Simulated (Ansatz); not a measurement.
Ansatz (a quantum-chemistry and plane-wave program) input:

Ansatz 0.2 input:
```yaml
crystal:
  periodic: [false, false, false]
  atoms:
    - {symbol: Si, position_ang: [-0.02960078, -0.09568345, -0.09293182]}
    - {symbol: Cl, position_ang: [1.92790778, 0.13003745, 0.05884398]}
    - {symbol: H, position_ang: [-0.50780090, -1.05790193, -1.07214641]}
    - {symbol: H, position_ang: [-0.70048014, 1.26335474, -0.15073395]}
    - {symbol: H, position_ang: [-0.63843341, -0.22976722, 1.28976831]}
basis:
  gaussian:
    orbitals: def2-TZVP
hamiltonian:
  xc: b3lyp
  dispersion: d3bj
total_charge: 1
magnetization: {spin_polarized: true, initial_magnetization: 1}
relax: {f_tol: 0.002, max_steps: 150}
```

Question: What final total energy does it print?

Answer: -751.19267 Eh (B3LYP-D3(BJ)/def2-TZVP). The basis has 92 functions.
